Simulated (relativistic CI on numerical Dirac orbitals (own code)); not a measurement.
# Transition arrays of Pm XXIII

These numbers are calculated, not measured: Dirac-Coulomb-Breit CI, separate exchange-only KLI orbitals for each configuration, model QED (radiative potential, 1s self-energy scaled to tabulated hydrogen-like ionisation energies), valence Slater integrals scaled by 0.9, whole transition arrays (own radial code, finite nucleus).

CI space (outside the closed core [Ar] 3d10 4s2): 4p6 4d3, 4p6 4d2 4f, 4p5 4d4, 4p6 4d2 5p, 4p6 4d2 5f. Levels of other configurations are missing.

All E1 lines from the levels of 4p6 4d3; mean and standard deviation are weighted by gf, and upper levels are sorted by their leading configuration.

| Upper configuration | Lines | Σgf | Mean (eV) | Mean (nm) | σ (eV) | Strongest line (nm) |
| --- | --- | --- | --- | --- | --- | --- |
| 4p6 4d2 4f | 490 | 187.4 | 155.35 | 7.981 | 6.66 | 7.830 |
| 4p5 4d4 | 1949 | 499.3 | 157.91 | 7.852 | 10.17 | 7.641 |
| 4p6 4d2 5p | 466 | 37.3 | 248.03 | 4.999 | 3.90 | 4.965 |
| 4p6 4d2 5f | 721 | 67.7 | 355.61 | 3.486 | 3.57 | 3.496 |

Σgf per state of the lower configuration in bins of 0.2 nm over the central range (centre: value): 3.5: 0.56, 4.9: 0.16, 5.1: 0.14, 7.3: 0.09, 7.5: 0.64, 7.7: 2.23, 7.9: 1.92, 8.1: 0.29, 8.3: 0.06, 8.5: 0.03, 8.7: 0.03, 8.9: 0.04, 9.1: 0.06, 9.3: 0.06, 9.5: 0.04, 9.7: 0.03.

How do configuration mixing and the scaling of the Slater integrals move the arrays?

Slater scale 0.9, no configuration mixing: 4p6 4d2 4f 145.2 ± 5.8 eV (Σgf 236.5), 4p5 4d4 146.6 ± 14.1 eV (Σgf 396.2), 4p6 4d2 5p 248.1 ± 3.9 eV (Σgf 42.2), 4p6 4d2 5f 355.6 ± 3.6 eV (Σgf 70.5); Slater scale 1: 4p6 4d2 4f 158.2 ± 6.5 eV (Σgf 171.5), 4p5 4d4 160.6 ± 10.1 eV (Σgf 528.0), 4p6 4d2 5p 248.1 ± 4.1 eV (Σgf 36.7), 4p6 4d2 5f 355.6 ± 3.7 eV (Σgf 67.6); Slater scale 0.8: 4p6 4d2 4f 151.6 ± 8.0 eV (Σgf 156.6), 4p5 4d4 155.2 ± 9.7 eV (Σgf 517.2), 4p6 4d2 5p 248.0 ± 3.7 eV (Σgf 38.0), 4p6 4d2 5f 355.6 ± 3.4 eV (Σgf 67.9). With mixing, levels are counted to their leading configuration, so an array can shrink or vanish into another, and the sums then hold other lines.
